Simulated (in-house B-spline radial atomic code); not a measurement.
Ru³⁺. Computed with a B-spline radial atomic code. Model: all-electron spherical atom, spin shells full or empty, radial basis limit, no spin-orbit coupling: exact exchange with a local potential (Slater, KLI or optimised effective potential, whose far tail is KLI's), no correlation.

Exchange potential has not reached -1/r at the last radius.

The run also made RPA and GW results, which its time includes.

The Slater potential averages the orbital exchange potentials with the orbital densities as weights, KLI adds orbital constants, and the optimised effective potential minimises the exact-exchange energy among local potentials. So their energies lie above Hartree-Fock in the order OEP, KLI, Slater. All fall off as −1/r, unlike LDA and GGA exchange.

Command:
```bash
python run_gw.py task.json out
```
Settings (nuclear radius in fm, other lengths in bohr, energies in hartree):
```
Z                      44
electrons              41
configuration          [Kr] 4d5
hamiltonian            x2c
method                 oep
lmax                   9
rms_radius             4.4809
spin_polarised         True
box_radius             14.14
intervals              101
```

Time taken, with all properties: 21 s on 1 thread of Arm Neoverse N1 (shared host).

Given: hamiltonian one-electron scalar X2C; mean-field start exchange-only OEP.

Computed: energy above Hartree-Fock 14.36 millihartree.

| radius (bohr) | r times exchange potential up (hartree bohr) | r times exchange potential down (hartree bohr) |
| --- | --- | --- |
| 0.00114 | -0.045027 | -0.045202 |
| 0.00142 | -0.055996 | -0.056214 |
| 0.00177 | ? | ? |
| 0.00221 | -0.086581 | -0.08692 |
| 0.00276 | -0.1075 | -0.10792 |
| 0.00344 | -0.13287 | -0.1334 |
| 0.00429 | -0.16371 | -0.16437 |
| 0.00536 | -0.20103 | -0.20185 |
| 0.00669 | -0.24485 | -0.24588 |
| 0.00834 | -0.29507 | -0.29634 |
| 0.0104 | -0.35107 | -0.35265 |
| 0.013 | ? | ? |
| 0.0162 | -0.46924 | -0.4717 |
| 0.0202 | -0.51895 | -0.52199 |
| 0.0253 | -0.54901 | -0.55279 |
| 0.0315 | -0.54441 | -0.54905 |
| 0.0393 | -0.50715 | -0.51289 |
| 0.0491 | -0.49968 | -0.50678 |
| 0.0612 | -0.60439 | -0.613 |
| 0.0764 | -0.76834 | -0.77848 |
| 0.0954 | -0.90054 | -0.91194 |
| 0.119 | -0.96285 | -0.97414 |
| 0.149 | -0.91861 | -0.92448 |
| 0.185 | -0.82971 | -0.82185 |
| 0.231 | -0.98329 | -0.9824 |
| 0.289 | -1.2481 | -1.2662 |
| 0.36 | -1.3834 | -1.4134 |
| 0.45 | -1.3401 | -1.3901 |
| 0.561 | -1.0351 | -1.1505 |
| 0.7 | -0.92491 | -0.98163 |
| 0.874 | -1.3394 | -1.2596 |
| 1.09 | -1.5615 | -1.3952 |
| 1.36 | -1.6112 | -1.3956 |
| 1.7 | -1.5109 | -1.3198 |
| 2.12 | -1.3446 | -1.2242 |
| 2.65 | -1.1981 | -1.1416 |
| 3.3 | -1.1065 | -1.0896 |

Task: What belongs in the row 0.00177?

Result: r times exchange potential up (hartree bohr): -0.069613; r times exchange potential down (hartree bohr): -0.069884.

Task: What belongs in the row 0.013?

Result: r times exchange potential up (hartree bohr): -0.41112; r times exchange potential down (hartree bohr): -0.41309.

```
occupied  level (hartree)  Hartree-Fock level (hartree)
   1s up           -806.5                       -818.41
 1s down                ?                             ?
   2s up          -117.38                       -121.75
 2s down          -117.43                        -121.7
   2p up          -105.27                       -108.97
 2p down          -105.35                       -108.92
   3s up          -22.053                       -23.786
 3s down          -22.154                        -23.76
   3p up           -18.06                       -19.471
 3p down          -18.158                       -19.439
   3d up          -11.642                       -12.537
 3d down          -11.717                       -12.458
   4s up          -4.3895                       -4.8752
 4s down          -4.3087                       -4.5583
   4p up           -3.285                       -3.6007
 4p down                ?                             ?
   4d up           -1.695                       -1.6963
```

Task: What belongs in the row 1s down?

Result: level (hartree): -806.65; Hartree-Fock level (hartree): -818.41.

Task: What belongs in the row 4p down?

Result: level (hartree): -3.1913; Hartree-Fock level (hartree): -3.1915.

```csv
empty,level (hartree)
4d down,-1.595
5s up,-1.3134
5s down,-1.276
5p up,-1.0457
5p down,?
5d up,-0.68739
5d down,-0.67489
6s up,?
6s down,-0.6365
```

Task: What belongs in the row 5p down?

Result: level (hartree): -1.0204.

Task: What belongs in the row 6s up?

Result: level (hartree): -0.64605.

The highest level, 4d up, differs from Hartree-Fock by +0.036 eV and the deepest, 1s down, by +320 eV: a local potential can match the highest level but can't give each shell its own exchange.
